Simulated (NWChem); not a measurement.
# GeH3OF; SMILES [OH][GeH2][F]

```xyz
6

Ge    -0.3395    -0.0004    -0.0023
O      0.7245    -1.4309    -0.0646
F      0.6776     1.4371    -0.0189
H     -1.1463    -0.0380    -1.3147
H     -1.1384     0.0827     1.3247
H      1.2547    -1.5177     0.7495
```
Atoms are numbered in this order, from 1.

Computed with NWChem. Pople sets run with spherical d functions. Structure relaxed at the PBE-D3(BJ)/def2-SVP level. Level SCAN/6-31G*: energy and gradient on several grids; changes count from the extra-fine grid, which is no exact limit either.

```json
[
 {"grid": "xcoarse", "size of the energy change (μHa)": "800", "largest change of a gradient component (μHa/bohr)": "4000", "time, medium = 1 (rough)": "about 1"},
 {"grid": "coarse", "size of the energy change (μHa)": "7000", "largest change of a gradient component (μHa/bohr)": "1000", "time, medium = 1 (rough)": "about 1"},
 {"grid": "medium", "size of the energy change (μHa)": "4000", "largest change of a gradient component (μHa/bohr)": "500", "time, medium = 1 (rough)": "about 1"},
 {"grid": "fine", "size of the energy change (μHa)": "400", "largest change of a gradient component (μHa/bohr)": "100", "time, medium = 1 (rough)": "about 1"},
 {"grid": "xfine", "size of the energy change (μHa)": "< 10", "largest change of a gradient component (μHa/bohr)": "< 30", "time, medium = 1 (rough)": "2"}
]
```
